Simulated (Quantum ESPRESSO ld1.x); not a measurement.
Question: These are the eigenvalues of the occupied orbitals of an atom or ion with whole-number occupations (Ry). Calculated with ld1.x of Quantum ESPRESSO 7.5: Dirac Kohn-Sham, revPBE, spin-unpolarised, spherical densities, point nucleus.

orbital  eigenvalue
1s1/2      -979.407
2s1/2      -128.147
2p1/2      -115.460
2p3/2      -111.969
3s1/2      -18.3116
3p1/2      -13.9014
3p3/2      -13.3993
3d3/2      -5.75978
3d5/2      -5.67997
4s1/2      -2.22502
4p1/2      -1.30554
4p3/2      -1.26397

Which element is it, and in what charge state? The configuration may be excited. Open shells, if any, fill j = l - 1/2 first.

Answer: Z = 35, bromine, charge +1: Br+ in [Ar] 3d10 4s2 4p4. The list shows which subshells hold electrons but not how many an open one holds; the 1s level, -489.7 hartree, gives Z - s = 31.3 by -(Z - s)^2/2, which with screening and relativity narrows Z to a few neighbours, and the depths of the outer levels then fix element, charge and occupations together.
